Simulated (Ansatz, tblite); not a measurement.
Removing an electron: [AgCl4]- (AgCl4⁻). Total charge -1; singlet. Geometry: r2SCAN-D4/def2-SVPD. Ansatz, gas phase; energy differences of separate SCF runs; the oxidised species was run as a doublet alone.

Cartesian coordinates in Å:
```
Ag 0.000 0.000 0.000
Cl -1.069 1.998 -0.591
Cl 1.571 0.337 -1.703
Cl 1.069 -1.997 0.591
Cl -1.571 -0.338 1.703
```

In the def2 sets Ag takes a core potential; there is no spin–orbit coupling. The xTB rows come from tblite.

```tsv
level	−HOMO (eV)	vertical IE (eV)	−LUMO (eV)	HOMO–LUMO gap (eV)
GFN1-xTB	8.79	10.97	6.46	2.33
GFN2-xTB	7.84	10.16	6.66	1.18
PBE-D4/def2-TZVPD	2.60	5.13	1.61	0.99
```

Question: Estimate the rows for r2SCAN-D4/def2-TZVPD, PBE0-D4/def2-TZVPD.

Answer: 
| level | −HOMO (eV) | vertical IE (eV) | −LUMO (eV) | HOMO–LUMO gap (eV) |
| --- | --- | --- | --- | --- |
| r2SCAN-D4/def2-TZVPD | 2.92 | 5.39 | 1.77 | 1.15 |
| PBE0-D4/def2-TZVPD | 3.99 | 5.78 | 1.17 | 2.81 |

Run but left out: HF/def2-SVPD, MP2/def2-SVPD, CCSD/def2-SVPD, CCSD(T)/def2-SVPD (singlet: restricted singlet, unstable towards broken spin symmetry).  Raw xTB energy differences between charge states are shifted by several eV; the methods need an empirical correction for them.
